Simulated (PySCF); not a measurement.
## Spinor energies of Al (aluminium, neutral)

Start: [Ne] 3s1 3p2; 3s1/2 filled at m_j = +1/2; 3p3/2 filled at m_j = +1/2, +3/2. Calculated with PySCF 2.14 in x2c-TZVPall-2c with one added diffuse shell each of s, p type (6s7p2d1f, 44 functions): generalised Hartree-Fock with the X2C-1e Hamiltonian and a Gaussian nucleus; one run each with spin-orbit coupling (SO) switched off, then screened by Boettger's factors. This is a chosen level, not necessarily the ground level.

```json
{"spinor shell": "1s1/2", "electrons": "2", "ε, spin-free (eV)": "-1596.1", "ε, screened SO (eV)": "-1596.1", "weight of nominal j (screened SO)": "1.000", "rms radius, screened SO (bohr)": "0.139"}
{"spinor shell": "2s1/2", "electrons": "2", "ε, spin-free (eV)": "-135.01", "ε, screened SO (eV)": "-135.02", "weight of nominal j (screened SO)": "1.000", "rms radius, screened SO (bohr)": "0.676"}
{"spinor shell": "2p1/2", "electrons": "2", "ε, spin-free (eV)": "-88.628", "ε, screened SO (eV)": "-89.043", "weight of nominal j (screened SO)": "0.783", "rms radius, screened SO (bohr)": "0.673"}
{"spinor shell": "3s1/2", "electrons": "1", "ε, spin-free (eV)": "-14.203", "ε, screened SO (eV)": "-14.204", "weight of nominal j (screened SO)": "0.999", "rms radius, screened SO (bohr)": "2.73"}
{"spinor shell": "3p3/2", "electrons": "2", "ε, spin-free (eV)": "-7.081", "ε, screened SO (eV)": "-7.079", "weight of nominal j (screened SO)": "0.832", "rms radius, screened SO (bohr)": "3.45"}
```

(1) Where does 2p3/2 lie, and what is the 2p spin-orbit splitting (screened SO)?

| quantity | spin-free | screened SO |
| --- | --- | --- |
| E (hartree) | -242.21906 | -242.21899 |
| M_J | 5/2 | 5/2 |
| ⟨J²⟩ | 8.756 | 8.756 |
| ⟨L²⟩ | 2.006 | 2.006 |
| ⟨S²⟩ | 3.750 | 3.750 |

Each row is a mean over spinors that exchange with the open shell spreads, by up to 0.885 eV (2p3/2).

Rows whose weight is well below 1 are mixtures of j = l ± 1/2: exchange outweighs spin-orbit coupling there, and the label is only the starting occupation.

Without spin-orbit coupling the j labels of p, d and f shells carry no meaning; the spin-free column gives the mean over the occupied spinors of each nl shell.

Results:

(1) At -88.428 eV, 0.615 eV above 2p1/2.
